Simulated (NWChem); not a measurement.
System: PbI₂, singlet; SMILES [Pb]([I])[I]

Input file for NWChem:

```
start job
memory heap 200 mb stack 900 mb global 1100 mb
geometry units angstroms noautoz
  Pb     0.000000     0.000000     1.014818
  I      2.193521     0.000000    -0.770804
  I     -2.193521     0.000000    -0.770804
end
basis spherical
  * library def2-svp
end
ecp
  I library def2-ecp
  Pb library def2-ecp
end
dft
  xc xpbe96 cpbe96
  iterations 150
  mulliken
end
task dft energy
```

Low-valent species are run as closed-shell singlets; no triplet was tried in these runs. The geometry was optimised at PBE0/def2-SVP. def2 effective core potentials on I, Pb; no spin-orbit coupling.

What results follow from this input? (PBE/def2-SVP with def2 effective core potentials on I, Pb.) Quantities: energy (Ha); highest occupied level (eV); orbital gap (eV); dipole (D).


```json
{
  "energy (Ha)": "-788.40",
  "highest occupied level (eV)": "-6.10",
  "orbital gap (eV)": "2.25",
  "dipole (D)": "3.46"
}
```
